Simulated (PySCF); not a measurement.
Match each property card to its molecule.

Structures:
1. `COc1nnc(Cl)o1`
2. `N[C@H](CCN)CC`
3. `CC#C[SiH2][SiH2][SiH3]`
4. `ClC(Cl)Cl`

Card P (geometry GFN2-xTB):
* Rotational constants A, B, C: 2.218, 0.856, 0.665 GHz
* Static isotropic polarisability (wB97X-D/def2-SVPD): 123.8 au
* Lowest triplet excitation (Tamm–Dancoff) (TDA wB97X-D/def2-SVPD): 5.11 eV
* Lowest singlet excitation (TDDFT wB97X-D/def2-SVPD): 5.99 eV (207 nm, f = 0.006)
* Dipole moment (wB97X-D/def2-SVPD): 1.32 D
* Point group: C1
* HOMO energy (wB97X-D/def2-SVPD): -9.28 eV

Card Q (geometry GFN2-xTB):
- Rotational constants A, B, C: 3.297, 3.296, 1.716 GHz
- Static isotropic polarisability (wB97X-D/def2-SVPD): 55.1 au
- HOMO energy (wB97X-D/def2-SVPD): -10.87 eV
- Lowest triplet excitation (Tamm–Dancoff) (TDA wB97X-D/def2-SVPD): 6.03 eV
- Core binding energies (ΔSCF SCAN, pcX-2 on the ionised atom, pcseg-1 elsewhere, spin-free X2C, 2p3/2 from a spin–orbit splitting computed afterwards within the 2p shell): Cl2p3/2 206.9 (×3), C1s 295.6, Cl1s 2829.5 (×3) eV

Card R (geometry GFN2-xTB):
* Rotational constants A, B, C: 7.249, 0.940, 0.837 GHz
* Static isotropic polarisability (PBE0/def2-SVPD): 69.2 au
* Isotropic shieldings of nuclei other than C and H, by class (GIAO PBE0/pcSseg-1): -76 (1 N), -22 (1 N), 28 (1 O), 233 (1 O), 753 (1 Cl) ppm
* Dipole moment (PBE0/def2-SVPD): 2.64 D
* Strongest line among the 8 lowest singlet transitions (TDDFT PBE0/def2-SVPD): S2 at 6.16 eV (201 nm, f = 0.311)
* Lowest triplet excitation (Tamm–Dancoff) (TDA PBE0/def2-SVPD): 4.34 eV
* Point group: Cs

Card S (geometry GFN2-xTB):
- Rotational constants A, B, C: 4.553, 1.280, 1.141 GHz
- Static isotropic polarisability (PBE0/def2-SVPD): 80.4 au
- Lowest singlet excitation (TDDFT PBE0/def2-SVPD): 6.02 eV (206 nm, f = 0.041)
- HOMO energy (PBE0/def2-SVPD): -6.50 eV
- Dipole moment (PBE0/def2-SVPD): 2.60 D

All species are isolated and taken at one optimised geometry, non-relativistic unless stated. Electronic properties by PySCF. NMR classes are plain means over equivalent atoms (diastereotopic ones count apart unless rotation or inversion swaps them), as if these changed places fast.

Task: Which card belongs to which structure?

Result: P = 3, Q = 4, R = 1, S = 2. What ties each card to its structure:
- 1 (card R), C3H3ClN2O2, monoisotopic mass 134.0 u, 8 heavy atoms: point group Cs; an asymmetric top with C = 0.837 GHz; polarisability 69.2 au for 68 electrons; dipole 2.64 D.
- 2 (card S), C5H14N2, monoisotopic mass 102.1 u, 7 heavy atoms: an asymmetric top with C = 1.141 GHz; polarisability 80.4 au for 58 electrons; dipole 2.60 D.
- 3 (card P), C3H10Si3, monoisotopic mass 130.0 u, 6 heavy atoms: an asymmetric top with C = 0.665 GHz, the lowest such constant on the cards; polarisability 123.8 au for 70 electrons; dipole 1.32 D.
- 4 (card Q), CHCl3, monoisotopic mass 117.9 u, 4 heavy atoms: core lines of C and Cl; an oblate symmetric top (constants that symmetry makes equal differ by optimisation noise) with C = 1.716 GHz, the highest such constant on the cards; polarisability 55.1 au for 58 electrons.
